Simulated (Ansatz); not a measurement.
Ideal-gas functions of CH3Cl2STa (`[CH3][Ta](=[S])([Cl])[Cl]`) at 298.15 K and 1 bar, from an Ansatz frequency run at PBE0-D4/def2-TZVP.

Molar mass 298.96 g/mol, point group Cs (symmetry number 1), electronic degeneracy 1, moments of inertia 321.478, 375.266, 481.601 u Å². Harmonic wavenumbers (cm⁻¹, unscaled): 97, 120, 133, 140, 151, 174, 396, 406, 533, 545, 550, 627, 1196, 1399, 1405, 3021, 3112, 3125.

Use S(trans) = R[1.5 ln M + 2.5 ln T − 1.1517]; rotational temperatures θ = 24.2544 K / I; S(rot) = R[ln(√π/σ · √(T³/θAθBθC)) + 1.5]; for each mode x = 1.438777 ν̃/T, S = R[x/(eˣ − 1) − ln(1 − e⁻ˣ)] and H = RT x/(eˣ − 1); 1 cm⁻¹ = 0.0119627 kJ/mol; R = 8.31446 J/(mol·K).

Problem. By hand: the entropy, in J/(mol·K).

Solution. Translation 179.9. Rotation: θ = 0.0754, 0.0646, 0.0504 K, giving 122.8. Vibration, mode by mode: 14.70, 12.97, 12.14, 11.73, 11.13, 10.01, 4.09, 3.94, 2.43, 2.32, 2.28, 1.70, 0.18, 0.08, 0.07, 0.00, 0.00, 0.00, in all 89.8. Electronic 0.0. Sum 392.5 J/(mol·K).

Problem. By hand: H − E and G − E in kJ/mol, counted from the electronic energy.

Solution. Zero-point energy ½ × 17130 × 0.0119627 = 102.5; thermal vibration 14.2; translation, rotation and pV give 4 RT = 9.9. H − E = 126.6 kJ/mol, and G − E = 126.6 − 298.15 × 392.5/1000 = 9.6 kJ/mol.

Vibration gives 23 % of the entropy, 51.5 J/(mol·K) of it from the modes under 150 cm⁻¹: soft modes count most, and the harmonic formula is weakest for them.
